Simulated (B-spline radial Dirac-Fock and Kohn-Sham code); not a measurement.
# Relativistic shifts of the levels of Er⁴⁴⁺

System: erbium as Er⁴⁴⁺, configuration [Ar] 3d6.

Both columns are ΔSCF binding energies of the configuration average from a radial atomic solver: non-relativistic Hartree-Fock with a point nucleus, and Dirac-Fock with a finite nucleus and the Coulomb interaction alone, averaged over the two j levels with weights 2j+1.

| shell | Hartree-Fock (eV) | Dirac-Fock (eV) | shift (eV) | shift (%) |
| --- | --- | --- | --- | --- |
| 1s | 56293.7 | 60224.4 | +3930.77 | +6.98 |
| 2s | 11142.9 | 12197.0 | +1054.14 | +9.46 |
| 2p | 10740.5 | 11101.9 | +361.38 | +3.36 |
| 3s | 4099.7 | 4389.5 | +289.80 | +7.07 |
| 3p | 3923.0 | 4042.8 | +119.77 | +3.05 |
| 3d | 3639.3 | 3644.8 | +5.48 | +0.15 |

Relativity binds 1s, 2s, 2p, 3s, 3p, 3d more strongly, among those listed most of all 2s in relative terms.

Values without a named source are computed, but for edge energies of neutral atoms, which are taken from tables.
